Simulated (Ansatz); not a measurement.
One change: `CBC(C)=O` becomes `CBC(C)=S`.

Ansatz, PBE0-D4/def2-TZVP geometries, multiplicity 1. Each molecule was computed in one conformer, which needn't be the lowest.

```csv
property,`CBC(C)=O`
HOMO–LUMO gap (PBE0/def2-TZVPP) / eV,6.11
LUMO energy (B3LYP/def2-TZVPP) / eV,-1.12
HOMO energy (ωB97M-V/def2-TZVPP) / eV,-9.35
LUMO energy (ωB97M-V/def2-TZVPP) / eV,1.03
size of the dipole moment (B3LYP/def2-TZVPP) / D,2.81
size of the dipole moment (PBE/def2-TZVPP) / D,2.61
```

Problem. Give the same properties after the change, and the shifts. (Estimate.)

Solution. Ansatz gave: 
| property | `CBC(C)=S` | shift |
| --- | --- | --- |
| HOMO–LUMO gap (PBE0/def2-TZVPP) / eV | 4.76 | -1.35 |
| LUMO energy (B3LYP/def2-TZVPP) / eV | -2.42 | -1.30 |
| HOMO energy (ωB97M-V/def2-TZVPP) / eV | -9.11 | 0.24 |
| LUMO energy (ωB97M-V/def2-TZVPP) / eV | -0.09 | -1.12 |
| size of the dipole moment (B3LYP/def2-TZVPP) / D | 2.25 | -0.56 |
| size of the dipole moment (PBE/def2-TZVPP) / D | 2.21 | -0.40 |

Dipoles are sizes alone; their direction can turn.

B3LYP here is the variant with VWN-RPA as its local correlation; programs differ in this.
